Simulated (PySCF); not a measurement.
C5H10OSi2, SMILES c1c(occ1)[SiH2][SiH2]C, GFN2-xTB optimised geometry.

```
18

C     -3.56    -2.05     0.96
Si    -2.10    -0.85     1.16
Si    -0.26    -1.65     0.00
C      1.05    -0.31     0.00
C      2.42    -0.31     0.00
C      2.83     1.04     0.00
C      1.69     1.78     0.00
O      0.61     0.98     0.00
H     -4.44    -1.71     1.50
H     -3.84    -2.17    -0.09
H     -3.31    -3.04     1.34
H     -2.55     0.47     0.70
H     -1.84    -0.71     2.60
H     -0.53    -1.99    -1.41
H      0.40    -2.84     0.57
H      3.05    -1.17     0.00
H      3.84     1.42     0.00
H      1.51     2.84     0.00
```

Density from PBE/def2-SVP (PySCF 2.14.0) at that geometry.

Minimum of the electron density along straight lines between bonded atoms, close to the bond critical point (lines longer than 1.1 times the sum of covalent radii, or with two minima, are not listed):

```
bond     length / Å  ρ at the minimum / e bohr⁻³  ∇²ρ there / e bohr⁻⁵  position (fraction from the first atom)
-------  ----------  ---------------------------  --------------------  ---------------------------------------
C1–Si2        1.901                        0.109                  0.30                                     0.62
Si3–C4        1.874                        0.112                  0.36                                     0.39
C4–C5         1.368                        0.320                 -0.78                                     0.51
C5–C6         1.413                        0.289                 -0.66                                     0.50
C6–C7         1.361                        0.323                 -0.80                                     0.48
C4–O8         1.358                        0.278                  0.04                                     0.33
C7–O8         1.340                        0.293                  0.02                                     0.33
C1–H9         1.086                        0.270                 -0.96                                     0.63
C1–H10        1.086                        0.270                 -0.96                                     0.63
C1–H11        1.086                        0.270                 -0.96                                     0.63
Si2–H12       1.470                        0.115                  0.31                                     0.49
Si2–H13       1.473                        0.114                  0.30                                     0.49
Si3–H14       1.474                        0.114                  0.30                                     0.49
Si3–H15       1.471                        0.114                  0.31                                     0.49
C5–H16        1.071                        0.283                 -1.08                                     0.64
C6–H17        1.071                        0.283                 -1.08                                     0.64
C7–H18        1.073                        0.287                 -1.13                                     0.65
```
